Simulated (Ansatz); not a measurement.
Consider the ligand exchange at the Si–C bond: `C=C[SiH](C)O` + `C[SiH](O)O` → `C=C[Si@@H](O)O[Si@@H](C)O` + CH₄.

Computed with Ansatz on PBE0-D4/def2-TZVP structures; ΔE is electronic, products minus reactants. CCSD(T)/CBS adds triple-zeta CCSD(T) − MP2 to the extrapolated MP2 energy (def2 sets, frozen cores). This one scheme is used for every species. DFT in def2-TZVPP. B3LYP here is the variant with VWN-RPA as its local correlation; programs differ in this. One conformer a species, not always the lowest.

`C=C[SiH](C)O`:

Cartesian coordinates in Å:
```
C 1.828 0.002 1.326
C 1.128 0.574 0.350
Si -0.705 0.330 0.135
C -1.073 -0.098 -1.644
O -1.257 -0.824 1.181
H 2.900 0.144 1.437
H 1.350 -0.631 2.069
H 1.663 1.207 -0.358
H -1.439 1.564 0.516
H -0.738 0.705 -2.307
H -2.146 -0.236 -1.798
H -0.560 -1.014 -1.948
H -0.951 -1.721 1.041
```

`C[SiH](O)O`:

```xyz
10

C     0.039    0.567    1.231
Si   -0.297   -0.005   -0.498
O     1.066    0.363   -1.348
O    -0.665   -1.607   -0.579
H     0.926    0.077    1.641
H     0.217    1.645    1.251
H    -0.808    0.347    1.885
H    -1.485    0.645   -1.103
H     1.053    0.194   -2.291
H    -0.045   -2.225   -0.189
```

`C=C[Si@@H](O)O[Si@@H](C)O`:

Z-matrix (Å, degrees):
```
Si
C 1 1.846
O 1 1.630 2 110.4
O 1 1.655 2 106.2 3 -119.5
H 1 1.484 2 113.4 3 120.1
C 2 1.331 1 122.8 3 129.6
H 2 1.089 1 118.8 3 -49.8
Si 3 1.647 1 136.1 2 -85.0
H 4 0.958 1 116.6 2 -148.6
H 6 1.086 2 121.3 1 0.3
H 6 1.087 2 122.2 1 -179.3
C 8 1.846 3 109.9 1 -157.1
O 8 1.643 3 109.6 1 -38.5
H 8 1.487 3 107.1 1 81.4
H 12 1.092 8 110.6 3 59.4
H 12 1.093 8 110.7 3 -60.9
H 12 1.093 8 110.5 3 179.3
H 13 0.961 8 115.4 3 40.1
```

CH₄:

```xyz
5

C     0.000    0.000    0.000
H     0.655    0.693    0.527
H    -0.599    0.548   -0.727
H    -0.658   -0.493    0.715
H     0.602   -0.748   -0.515
```

| level | ΔE (kJ/mol) | difference from CCSD(T)/CBS |
| --- | --- | --- |
| PBE-D4 | -126.8 | 11.6 |
| r2SCAN-D4 | -139.1 | -0.7 |
| PBE0-D4 | -132.0 | 6.4 |
| B3LYP-D4 | -143.8 | -5.4 |
| ωB97X-V | -137.8 | 0.6 |
| ωB97M-V | -137.9 | 0.5 |
| B2PLYP | -138.9 | -0.5 |
| PBE | -121.1 | 17.3 |
| r2SCAN | -136.9 | 1.5 |
| PBE0 | -126.5 | 11.9 |
| B3LYP | -135.1 | 3.3 |
| HF/def2-TZVPP | -149.9 | -11.5 |
| MP2/def2-TZVPP | -139.7 | -1.3 |
| SCS-MP2/def2-TZVPP | -141.4 | -3.0 |
| CCSD/def2-TZVPP | -140.0 | -1.6 |
| CCSD(T)/def2-TZVPP | -139.2 | -0.8 |
| HF/def2-QZVPP | -151.2 | -12.8 |
| MP2/def2-QZVPP | -139.6 | -1.2 |
| SCS-MP2/def2-QZVPP | -141.3 | -2.9 |
| HF/CBS(def2) | -151.4 | -13.0 |
| MP2/CBS(def2) | -138.8 | -0.4 |
| CCSD/CBS(def2) | -139.2 | -0.8 |
| CCSD(T)/CBS | -138.4 | 0 |

Largest T1 diagnostic among the species: 0.012.

From PBE to PBE0 (25 % exact exchange), in def2-TZVPP and without D4, ΔE moves by −5.4 kJ/mol. In def2-TZVPP, CCSD(T) changes the Hartree–Fock value by +10.7 kJ/mol (the triples alone add +0.8 kJ/mol) and MP2 by +10.2 kJ/mol. The D4 term adds −8.7 kJ/mol with B3LYP and −5.4 kJ/mol with PBE0; it sums over pairs of atoms, weighted by their polarisabilities, and B3LYP, whose exchange is more repulsive, gets the larger term.
